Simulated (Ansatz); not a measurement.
Basis sets compared for GeHCl₃. The state is a singlet with charge 0. Geometry PBE0-D4/def2-SVP. Ansatz on 4 threads of Intel Xeon on a shared host; times are rough, and most runs start from earlier orbitals.

| atom | x (Å) | y (Å) | z (Å) |
| --- | --- | --- | --- |
| Ge1 | 0.0857 | -0.1070 | 0.0482 |
| H2 | 0.9894 | -1.2249 | 0.5607 |
| Cl3 | -1.2359 | 0.5548 | 1.5909 |
| Cl4 | -1.0909 | -0.7855 | -1.6015 |
| Cl5 | 1.2516 | 1.5625 | -0.5984 |

The 6-31G sets use Cartesian d functions.

Binding counts from free atoms (Ge triplet, H doublet, Cl doublet) in the same basis, without a counterpoise term.

```
                         level  functions  energy (Eh)  HOMO (eV)  LUMO (eV)  binding per atom (eV)  wall time
                     HF/STO-3G         46   -3416.2475     -11.24       5.82                   2.82        1 s
                      HF/6-31G         70   -3454.0983     -13.18       1.54                   1.53      1.8 s
                  HF/def2-TZVP        165   -3454.6262     -12.75       2.42                   2.04      3.8 s
               PBE-D4/def2-SVP         91   -3456.7574      -7.71      -2.21                   2.87      1.9 s
PBE-D4/def2-TZVP (with forces)        165   -3457.5044      -7.94      -2.50                   2.87      4.2 s
           r2SCAN-D4/def2-TZVP        165   -3458.2818      -8.33      -2.26                   2.87        6 s
              PBE0-D4/def2-SVP         91   -3456.9281      -9.23      -1.25                   2.81      3.6 s
             PBE0-D4/def2-TZVP        165   -3457.6693      -9.39      -1.52                   2.84      5.5 s
```

Problem. Estimate the rows for PBE-D4/def2-TZVPD, r2SCAN-D4/def2-TZVPD, PBE0-D4/def2-TZVPD.

Solution. 
```json
{"level": "PBE-D4/def2-TZVPD", "functions": "201", "energy (Eh)": "-3457.5070", "HOMO (eV)": "-8.00", "LUMO (eV)": "-2.63", "binding per atom (eV)": "2.87", "wall time": "6 s"}
{"level": "r2SCAN-D4/def2-TZVPD", "functions": "201", "energy (Eh)": "-3458.2838", "HOMO (eV)": "-8.36", "LUMO (eV)": "-2.34", "binding per atom (eV)": "2.88", "wall time": "10 s"}
{"level": "PBE0-D4/def2-TZVPD", "functions": "201", "energy (Eh)": "-3457.6715", "HOMO (eV)": "-9.42", "LUMO (eV)": "-1.65", "binding per atom (eV)": "2.84", "wall time": "8.5 s"}
```
